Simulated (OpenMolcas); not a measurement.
W4+ (d2) in a complex was computed by CASSCF with the d shell active (OpenMolcas, ANO-RCC-VDZP on the metal). Its lowest spin-free states, and all those of the highest spin:

```
2S+1  Degeneracy  E (cm-1)
   3           2       0.0
   3           1     508.2
   1           1      9309
   1           2      9463
   1           2     10058
   1           1     22872
   3           2     50068
   3           1     50336
   3           2     57616
   3           1     57867
   1           2     59039
   1           1     59370
   3           1    101529
```

Problem. Is the site octahedral, tetrahedral or cube-like, axial, or of lower symmetry?

Solution. The states with 2S+1 = 3 have orbital degeneracies 2, 1, 2, 1, 2, 1, 1. There are pairs but no triples, so the site is axial: not cubic, but with a proper or improper axis of order three or more. The run had W4+ with 6 ligands (ammonia) in octahedral coordination (S6) at 2.08 Å. Ligand basis ANO-RCC-VDZP.

An orbital doublet at a regular site is open to a Jahn-Teller distortion, which this geometry leaves out. Without dynamic correlation the repulsion within the d shell is too large (B by tens of per cent), so at a given field states of lower spin stand too high. The least metal-like active orbital is 67 % on the metal (Löwdin) and no ligand orbital is active, so the numbers are rough. With metal d orbitals alone the field can be off either way by tens of per cent. Ligand-to-metal charge-transfer states are missing. With no ligand orbital active B as a rule stays too high, so bands that hang on it stand too high and its fall with covalency is understated. No measured value stands beside these numbers; the geometry was imposed, not optimised, and the real ion may take another.
